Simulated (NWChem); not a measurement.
# CH₆F₂N₂Si; SMILES N[SiH](N)C(F)F

```xyz
12

N     -1.3992    -1.2101     0.7748
Si    -0.2038    -0.7710    -0.3922
N      1.3249    -1.5441    -0.1920
C      0.2935     1.0862    -0.3757
F     -0.8356     1.8762    -0.3297
F      1.0287     1.3402     0.7766
H     -1.2360    -1.0551     1.7632
H     -2.3789    -1.0853     0.5459
H     -0.8349    -1.0622    -1.7050
H      2.0334    -1.0776     0.3618
H      1.3910    -2.5507    -0.1024
H      0.9006     1.4398    -1.2200
```
Atoms are numbered in this order, from 1.

Program: NWChem. Medium grid unless said otherwise, to which SCAN and Minnesota functionals are sensitive. Structure relaxed at the B3LYP/6-31G* (spherical d) level. Total energies of different functionals are on different scales.

```tsv
level	energy (Ha)	highest occupied level (eV)	orbital gap (eV)	dipole (D)
PBE/def2-TZVP	-640.0968	?	?	?
B3LYP/def2-TZVP	-640.6466	-7.25	7.52	1.75
M06-2X/def2-TZVP	-640.4701	-8.93	10.14	1.80
TPSSh/def2-TZVP	-640.6348	-6.69	6.99	1.76
Hartree-Fock/def2-TZVP	-638.2921	-11.09	14.43	1.86
LDA (Slater exchange, VWN5)/def2-TZVP	-636.9414	-6.16	5.68	1.74
```

Q: Fill in the missing entries.

A: 
- PBE/def2-TZVP, highest occupied level (eV): -6.00
- PBE/def2-TZVP, orbital gap (eV): 5.73
- PBE/def2-TZVP, dipole (D): 1.69
